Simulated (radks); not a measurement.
Trend from Sc4+ to Zn4+: ionisation energy by Delta-SCF between NIST ground configurations, and size. Calculated with a radial shooting solver on a logarithmic mesh with Libxc functionals: scalar-relativistic Kohn-Sham, LDA (Slater exchange, Perdew-Wang correlation), spin-polarised, spherical densities, finite nucleus; open shells are filled with parallel spins first; Fermi nuclear charge, rms radius of each element as measured or else 0.836 A^(1/3) + 0.57 fm.

| species | configuration | configuration of the ion | IE (eV) | NIST (eV) | kind |
|---|---|---|---|---|---|
| Sc4+ | [Ne] 3s2 3p5 | [Ne] 3s2 3p4 | 92.007 | 91.95 | semi-emp. |
| Ti4+ | [Ar] | [Ne] 3s2 3p5 | 99.381 | 99.30 | exp. |
| V4+ | [Ar] 3d1 | [Ar] | 65.798 | 65.282 | exp. |
| Cr4+ | [Ar] 3d2 | [Ar] 3d1 | 69.498 | 69.46 | semi-emp. |
| Mn4+ | [Ar] 3d3 | [Ar] 3d2 | 73.051 | 72.4 | semi-emp. |
| Fe4+ | [Ar] 3d4 | [Ar] 3d3 | 76.481 | 75.0 | semi-emp. |
| Co4+ | [Ar] 3d5 | [Ar] 3d4 | 79.805 | 79.5 | semi-emp. |
| Ni4+ | [Ar] 3d6 | [Ar] 3d5 | 76.953 | 76.1 | semi-emp. |
| Cu4+ | [Ar] 3d7 | [Ar] 3d6 | 80.654 | 80 | semi-emp. |
| Zn4+ | [Ar] 3d8 | [Ar] 3d7 | 84.210 | 83 | semi-emp. |

Reference values: NIST Atomic Spectra Database (exp. = measured, semi-emp. = semi-empirical, theory = theoretical value adopted there). Open shells are spherical and high-spin; term and fine-structure splittings are not resolved.
